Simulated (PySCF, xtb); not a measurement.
B(H)(Cl)(vinyl) (C₂H₄BCl), SMILES C=CBCl.

Geometry optimised at B3LYP-D3(BJ)/def2-SVP. The values are those of a single conformer.

Method: PySCF 2.14.0 with IEF-PCM-PBE0/def2-SVP.

The values are the electrostatic part of the solvation free energy, E(continuum) − E(gas) at the gas-phase geometry, in a cavity of scaled van der Waals radii (PySCF's table); cavitation and dispersion terms are not included. In vacuum the orbital gap is 6.34 eV. The dipole moment in vacuum is 1.89 D.

Q: Estimate the values in water (ε = 78.36), tetrahydrofuran (ε = 7.43), cyclohexanone (ε = 15.62). (The exact figures need the calculation; the answer reports its results.)

A: 
```json
[
 {"solvent": "water", "ε": "78.36", "ΔG(elec) (kcal/mol)": "-1.6", "dipole (D)": "2.47", "gap (eV)": "6.37"},
 {"solvent": "tetrahydrofuran", "ε": "7.43", "ΔG(elec) (kcal/mol)": "-1.3", "dipole (D)": "2.37", "gap (eV)": "6.38"},
 {"solvent": "cyclohexanone", "ε": "15.62", "ΔG(elec) (kcal/mol)": "-1.5", "dipole (D)": "2.43", "gap (eV)": "6.37"}
]
```

For comparison, GFN2-xTB/ALPB(water) (xtb, at the GFN2-xTB geometry, all terms of that model) gives -1.5 kcal/mol.
